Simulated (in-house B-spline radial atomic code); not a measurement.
**BLYP excitations of Kr IX (Kr8+)**

Method: BLYP. Computed with a B-spline radial code for spherical atoms: linear response of the closed shell [Ar] 3d10 with the functional's adiabatic kernel; scalar-relativistic (spin-free one-electron X2C), finite nucleus, no spin-orbit coupling, no double excitations, S, P, D and F terms only. Only terms of natural parity with L up to 3 were computed.

Command:
```bash
python run_td.py task.json out
```
Settings (radii: box in bohr, nucleus in fm):
```
Z                        36
electrons                28
configuration            [Ar] 3d10
hamiltonian              x2c
method                   b88,lyp
box_radius               11.59
rms_radius               4.1884
intervals                69
```

Cost of the run: 0.9 s on 1 thread of Intel(R) Xeon(R) Platinum 8259CL CPU @ 2.50GHz (Skylake/Cascade Lake), with other jobs on the host.

The lowest states, in the order of their Tamm-Dancoff energies; the method's threshold (minus the highest occupied level) is 215.05 eV. Labels give the largest channel, * marks a mixed state, and oscillator strengths are full-response dipole values. Semilocal kernels can invert the small singlet-triplet splittings of Rydberg terms. Energies in eV:

```
     state  full response  Tamm-Dancoff  oscillator strength
3d → 4s 3D          78.38         78.39                    -
3d → 4s 1D          79.44         79.45                    -
3d → 4p 3P              ?             ?                    -
3d → 4p 3F          97.32         97.33                    -
3d → 4p 1F          98.31         98.31                    -
3d → 4p 1P          99.82         99.91                0.523
3d → 4d 3S         125.72        125.77                    -
3d → 4d 3D         126.83        126.84                    -
3d → 4d 1D         128.14        128.16                    -
3d → 4d 1S         136.35        137.40                    -
3d → 5s 3D         145.71        145.71                    -
3d → 5s 1D         146.03        146.04                    -
3d → 4f 3P         152.23        152.23                    -
3d → 4f 3F         152.46        152.46                    -
3d → 4f 1F         153.01        153.01                    -
3d → 5p 3P              ?             ?                    -
```

**Question.** Where does 3d → 5p 3P lie?

**Answer.** At 153.60 eV in full response, 153.61 eV in Tamm-Dancoff.

**Question.** Where does 3d → 4p 3P lie?

**Answer.** At 97.13 eV in full response, 97.15 eV in Tamm-Dancoff.

**Question.** How large is the singlet-triplet splitting of 3d → 4s (D terms) in Tamm-Dancoff?

**Answer.** 1.06 eV, from the unrounded values.

**Question.** What polarisabilities and dispersion coefficient does the method give?

**Answer.** Dipole 0.2142 bohr³, quadrupole 0.1469 bohr⁵, C6 0.251 hartree·bohr⁶ for two such species.
